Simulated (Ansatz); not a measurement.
A series at W: from `[OH][W]([OH])([OH])([OH])([OH])[F]`, ligands are replaced one by one, each step taking up HCl and setting free H₂O; n counts the steps. Ansatz, PBE0-D4/def2-TZVP geometries. Each molecule was computed in one conformer, which needn't be the lowest.

| n | molecule | HOMO energy, ωB97M-V/def2-TZVPP (eV) |
| --- | --- | --- |
| 0 | `[OH][W]([OH])([OH])([OH])([OH])[F]` | -11.43 |
| 1 | `[OH][W]([OH])([OH])([OH])([F])[Cl]` | ? |
| 2 | `[OH][W]([OH])([OH])([F])([Cl])[Cl]` | -10.94 |
| 3 | `[OH][W]([OH])([F])([Cl])([Cl])[Cl]` | -10.84 |

Question: By hand: fit a straight line y = ȳ + b (n − n̄) to the 3 given rows and predict n = 1.

Answer: n̄ = 1.667, ȳ = -11.070; Σ(n − n̄)(y − ȳ) = 0.950, Σ(n − n̄)² = 4.667, so b = 0.204 eV a step. Prediction: -11.070 + (0.204) × (-0.667) = -11.21 eV.

Question: By hand: compare with the computed value, -10.80 eV, and give the steps along the whole series.

Answer: The line misses by 0.41 eV (computed minus predicted). Steps: 0.63, -0.14, 0.10 eV.

The steps change sign along the series, so a line is a poor guide. The highest orbital can change its character along such a series. The miss is 65.1 % of the series' range.
